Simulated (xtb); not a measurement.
CH10N2Si3, SMILES [Si@]1([SiH2]CN1)([SiH3])N. All values are semi-empirical tight-binding results from xtb (GFN2-xTB unless named), good for trends rather than for accurate numbers. The structure is a stationary point at GFN2-xTB. The structure was generated by enumeration; whether it is a known compound was not checked. Other conformers were not sampled.

Optimised geometry:

```xyz
16

N      0.3553     1.4560     1.5791
Si     0.2154     0.2807     0.3109
Si     2.3552    -0.5741     0.0805
N     -1.0485    -0.8032     0.7767
C     -2.0184    -0.9426    -0.2990
Si    -1.3430     0.4489    -1.4408
H      1.1134     2.1171     1.5725
H     -0.4725     1.8744     1.9727
H      2.3965    -1.7397    -0.8088
H      3.0066    -0.9977     1.3247
H      3.2530     0.4236    -0.5163
H     -1.0771    -1.4841     1.5181
H     -3.0365    -0.7947     0.0752
H     -1.9863    -1.9414    -0.7502
H     -2.3423     1.5175    -1.6011
H     -1.0783    -0.0657    -2.7917
```

```
Item                                           Result
--------------------------------------  -------------
orbital gap                                   3.24 eV
dipole moment                                  1.35 D
zero-point energy                       67.9 kcal/mol
G − E(el) at 298.15 K (modified RRHO)   45.3 kcal/mol
static polarisability (D4 model)          111.8 bohr³
solvation energy, GFN2-xTB/ALPB(water)  -3.2 kcal/mol
solvation energy, GFN2-xTB/ALPB(ether)  -6.9 kcal/mol
```

Computed atomic charges and the Wiberg bond orders between heavy atoms:
charges (e) N1 -0.42, Si2 0.38, Si3 0.37, N4 -0.38, C5 -0.09, Si6 0.37, H7 0.13, H8 0.15, H9 -0.13, H10 -0.11, H11 -0.14, H12 0.11, H13 -0.01, H14 -0.02, H15 -0.10, H16 -0.11. Bond orders N1–Si2 1.12, Si2–Si3 0.78, Si2–N4 1.13, N4–C5 1.04, Si2–Si6 0.77, C5–Si6 0.88.
